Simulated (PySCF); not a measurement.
Input file for PySCF: R-HF/STO-3G on ClH3S (a complex), monomers drawn apart or pushed together.

```python
from pyscf import gto, scf, dft, mp
from pyscf.data.elements import chemcore

mol = gto.M(
    atom='''
    Cl    0.55359150    0.18615865   -0.62661449
    H     0.47257478    0.34888677    0.66053861
    S     0.25258445    0.44739852    3.39570306
    H    -0.87858380   -0.27689996    3.37287058
    H     1.02260210   -0.64402195    3.53904867
    ''',
    basis='sto-3g',
    charge=0, spin=0, verbose=3, max_memory=1800)
mf = scf.RHF(mol)
mf.conv_tol = 1e-8
mf.max_cycle = 100
mf.kernel()
if not mf.converged:
    mf = mf.newton().run(mf.mo_coeff, mf.mo_occ)
```

It printed:

```
converged SCF energy = -849.45114077201
```

The run converged.

Cost: around 0.07 core-seconds (rough).
